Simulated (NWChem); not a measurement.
System: SiHF3; SMILES F[SiH](F)F

Input file for NWChem:

```
start job
memory heap 200 mb stack 900 mb global 1100 mb
geometry units angstroms noautoz
  Si     0.000000     0.000000     0.327466
  F      1.443054    -0.384711    -0.243129
  F     -1.054697    -1.057366    -0.243129
  F     -0.388357     1.442077    -0.243129
  H      0.000000     0.000000     1.793609
end
basis spherical
  Si library 6-31g*
  F library 6-31g*
  H library 6-31g*
end
dft
  xc xtpss03 ctpss03
  iterations 150
  mulliken
end
task dft energy
```

All runs use the structure optimised with PBE0/def2-SVP.

Problem. Predict the main results of this run. (TPSS/6-31G* (spherical d).) Quantities: basis functions; energy (Ha); highest occupied level (eV); orbital gap (eV); dipole (D).

Solution. 
| Item | Value |
|---|---|
| number of basis functions | 62 |
| energy (Ha) | -589.81 |
| highest occupied level (eV) | -9.55 |
| orbital gap (eV) | 10.30 |
| dipole (D) | 1.29 |
